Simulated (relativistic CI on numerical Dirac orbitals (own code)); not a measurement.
**Level scheme of Tc V**

Calculated at this level of theory: Dirac-Coulomb-Breit CI, separate exchange-only KLI orbitals for each configuration, a model potential for QED, valence Slater integrals scaled by 0.85, P86 correlation energy added to each configuration (own radial code, finite nucleus).

CI space (outside the closed core [Ar] 3d10): 4s²4p⁶4d³, 4s²4p⁶4d²5s, 4s²4p⁶4d²4f, 4s²4p⁶4d²5p, 4s²4p⁵4d⁴, 4s²4p⁶4d²5d, 4s²4p⁶4d²6s, 4s²4p⁶4d5s5p, 4s²4p⁶4d²6p, 4s²4p⁶4d²6d, 4s²4p⁶4d²5f, 4s²4p⁶4d²7s, 4s²4p⁶4d²5g, 4s²4p⁶4d²7p, 4s²4p⁶4d²6f, 4s²4p⁵4d³4f, 4s4p⁶4d⁴, 4s²4p⁶4d4f5s, 4s²4p⁶4d5p5d, 4s²4p⁵4d³5s, 4s²4p⁶4d5s², 4s²4p⁶4f5s², 4s²4p⁶5s²5p, 4s²4p⁶5s²5d, 4s²4p⁶5s²6s, 4s²4p⁶4d4f², 4s²4p⁶4f²5s, 4s²4p⁶4f³, 4s²4p⁶4f²5p, 4s²4p⁶4f²5d, 4s²4p⁶4f²6s, 4s²4p⁶4d5p², 4s²4p⁶5s5p², 4s²4p⁶4f5p², 4s²4p⁶5p³, 4s²4p⁶5p²5d, 4s²4p⁶5p²6s, 4s²4p⁶4d5s5d, 4s²4p⁶4f5s5d, 4s²4p⁶5s5p5d, 4s²4p⁶5s5d², 4s²4p⁶5s5d6s, 4s²4p⁶4d4f5p, 4s²4p⁶4f5s5p, 4s²4p⁶4f5p5d, 4s²4p⁶4f5p6s. Double excitations out of closed p, d and f shells are left out; levels of such configurations are missing from the list, as are those of other unlisted configurations, and high levels can miss mixing partners. These lack a partner that the ground configuration has and come out too high: 4s²4p⁶4d²6p, 4s²4p⁶4d²6d, 4s²4p⁶4d²5f, 4s²4p⁶4d²7s, 4s²4p⁶4d²5g.

The lowest level is 4s²4p⁶4d³ ⁴F3/2, with 98 % of that term; Hund's rules for 4s²4p⁶4d³ give ⁴F with J = 3/2, in agreement.

```
No.  Configuration  Term     J  E (cm⁻¹)   %  Next component (%)  jj configuration (%)
  1      4s²4p⁶4d³    ⁴F   3/2       0.0  98                1 ²D          4d3/2^3 (43)
  2      4s²4p⁶4d³    ⁴F   5/2    1029.2  98    1 4s²4p⁵4d³4f ⁴F    4d3/2^2 4d5/2 (80)
  3      4s²4p⁶4d³    ⁴F   7/2    2304.7  98    1 4s²4p⁵4d³4f ⁴F    4d3/2 4d5/2^2 (73)
  4      4s²4p⁶4d³    ⁴F   9/2    3722.5  97                2 ²G    4d3/2 4d5/2^2 (50)
  5      4s²4p⁶4d³    ⁴P   1/2   12111.4  93                5 ²P    4d3/2^2 4d5/2 (75)
  6      4s²4p⁶4d³    ⁴P   3/2   12131.4  85               12 ²P    4d3/2^2 4d5/2 (57)
  7      4s²4p⁶4d³    ²G   7/2   13541.1  98    1 4s²4p⁵4d³4f ²G    4d3/2 4d5/2^2 (50)
  8      4s²4p⁶4d³    ⁴P   5/2   13730.7  98                1 ²D    4d3/2 4d5/2^2 (63)
  9      4s²4p⁶4d³    ²G   9/2   14359.7  76               20 ²H    4d3/2^2 4d5/2 (70)
 10      4s²4p⁶4d³    ²D   3/2   17263.6  50               36 ²P    4d3/2 4d5/2^2 (64)
 11      4s²4p⁶4d³    ²P   1/2   17887.9  93                5 ⁴P    4d3/2 4d5/2^2 (75)
 12      4s²4p⁶4d³    ²H   9/2   18569.7  79               20 ²G    4d3/2 4d5/2^2 (49)
 13      4s²4p⁶4d³    ²H  11/2   18871.2  99    1 4s²4p⁵4d³4f ²H    4d3/2 4d5/2^2 (99)
 14      4s²4p⁶4d³    ²D   5/2   20287.9  97                1 ⁴P    4d3/2 4d5/2^2 (56)
 15      4s²4p⁶4d³    ²P   3/2   21158.4  51               45 ²D          4d5/2^3 (82)
 16      4s²4p⁶4d³    ²F   7/2   28984.3  98    1 4s²4p⁵4d³4f ²F    4d3/2 4d5/2^2 (75)
 17      4s²4p⁶4d³    ²F   5/2   29389.3  98                1 ²D    4d3/2 4d5/2^2 (51)
 18      4s²4p⁶4d³    ²D   5/2   46186.4  98                1 ²F    4d3/2^2 4d5/2 (47)
 19      4s²4p⁶4d³    ²D   3/2   46501.8  99    1 4s²4p⁵4d³4f ²D    4d3/2 4d5/2^2 (87)
 20    4s²4p⁶4d²5s    ⁴F   3/2  113246.2  98                1 ²D       4d3/2^2 5s (77)
 21    4s²4p⁶4d²5s    ⁴F   5/2  114162.4  97                2 ²F   4d3/2 4d5/2 5s (52)
 22    4s²4p⁶4d²5s    ⁴F   7/2  115583.6  98                1 ²F   4d3/2 4d5/2 5s (88)
 23    4s²4p⁶4d²5s    ⁴F   9/2  117329.7  99                           4d5/2^2 5s (74)
 24    4s²4p⁶4d²5s    ²F   5/2  121401.9  94                3 ²D   4d3/2 4d5/2 5s (61)
 25    4s²4p⁶4d²5s    ²F   7/2  124189.1  97                1 ⁴F       4d5/2^2 5s (58)
 26    4s²4p⁶4d²5s    ⁴P   1/2  125969.3  99                1 ²S       4d3/2^2 5s (49)
 27    4s²4p⁶4d²5s    ⁴P   5/2  126423.3  63               34 ²D   4d3/2 4d5/2 5s (85)
 28    4s²4p⁶4d²5s    ⁴P   3/2  126487.2  89               10 ²D   4d3/2 4d5/2 5s (95)
 29    4s²4p⁶4d²5s    ²D   3/2  128341.4  83               10 ⁴P   4d3/2 4d5/2 5s (45)
 30    4s²4p⁶4d²5s    ²D   5/2  129777.2  62               36 ⁴P       4d5/2^2 5s (96)
```

Energies count from the lowest computed level. Filled j subshells are mostly left out of the jj labels.

The mean weight of the leading LS term, summed over parents, in these 30 levels is 89 %, and that of the leading jj configuration (from the same eigenvectors) 68 %, so LS coupling describes them better.

At this charge configurations can still be misplaced by up to about 7 % of their energy.

Landé's interval rule says that E(J) − E(J−1) = AJ with one A. For the ground term the intervals give A = 411.7, 364.4, 315.1 cm⁻¹ for J = 5/2, 7/2, 9/2; the multiplet is regular.

LS names give the leading component of a level, which can be under half, so a name can repeat, a term be missing and a line seem to break the LS rules.
